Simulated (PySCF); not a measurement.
**Selenium: a sound run and one with changed settings**

Sound run: Se [Ar] 3d10 4s2 4p4, Se⁺ [Ar] 3d10 4s2 4p3. Calculation: PySCF 2.14, in jorge-DZP-DKH (8s6p2d1f, 43 functions); scalar relativity by spin-free X2C-1e. The sound run starts from symmetry-adapted Hartree-Fock orbitals and uses a fine grid where one is needed.

Changed run: radial step 0.5 in ln r (0.13 in the sound run). This setting is unsound on purpose.

```csv
species,method,sound run (hartree),changed run (hartree),converged
Se,UHF,-2427.93281,-2427.93281,yes
Se,B3LYP,-2429.72099,-2429.64274,yes
Se,LDA,-2426.09789,-2426.01600,yes
Se⁺,UHF,-2427.62254,-2427.62254,yes
Se⁺,B3LYP,-2429.36472,-2429.28479,yes
Se⁺,LDA,-2425.73904,-2425.65561,yes
```

Ionisation energy of Se:

```json
{"method": "UHF", "sound run (eV)": "8.443", "changed run (eV)": "8.443"}
{"method": "B3LYP", "sound run (eV)": "9.694", "changed run (eV)": "9.740"}
{"method": "LDA", "sound run (eV)": "9.765", "changed run (eV)": "9.807"}
```

A coarse radial grid mis-integrates the density and the exchange-correlation energy, with errors of either sign; Hartree-Fock needs no grid.

For comparison, NIST gives 9.752 eV between the lowest levels.
